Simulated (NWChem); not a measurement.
Species: CH4N2S anion, doublet; SMILES of the neutral closed-shell parent NC(N)=S

```xyz
8

N      1.1791    -1.0677    -0.0733
C     -0.0083    -0.3193     0.2221
N     -1.1614    -1.1359    -0.0071
S     -0.0035     1.4077    -0.0586
H      1.2782    -1.8720     0.5471
H      1.9928    -0.4680     0.0095
H     -1.1739    -1.4860    -0.9818
H     -1.9908    -0.5610     0.1099
```
Atoms are numbered in this order, from 1.

All runs: NWChem. Pople sets run with spherical d functions. Spin-unrestricted. Sets without diffuse functions describe the anion's extra electron poorly. Geometry: optimised at B3LYP/def2-SVPD, spin-unrestricted. Not confirmed as a minimum by frequencies. This spin state was assumed; another may lie lower. No stability test was run on the SCF state. The highest occupied level is positive in some or all of these runs, so the extra electron may be held by the finite basis. Atomic charges in e: unrestrained fits to the electrostatic potential beside Mulliken populations; buried atoms are poorly determined by the fit.

For level B3LYP/def2-SVP:

```
Property     Value
-----------  -----
ESP N1       -0.57
Mulliken N1  -0.18
ESP C2        0.29
Mulliken C2  -0.14
ESP N3       -0.81
Mulliken N3  -0.17
ESP S4       -0.81
Mulliken S4  -0.63
```

**Question.** Estimate the same quantities for level UHF/6-31G*.

**Answer.** 
- ESP N1: -0.77
- Mulliken N1: -0.88
- ESP C2: 0.56
- Mulliken C2: 0.23
- ESP N3: -0.98
- Mulliken N3: -0.88
- ESP S4: -0.98
- Mulliken S4: -0.73
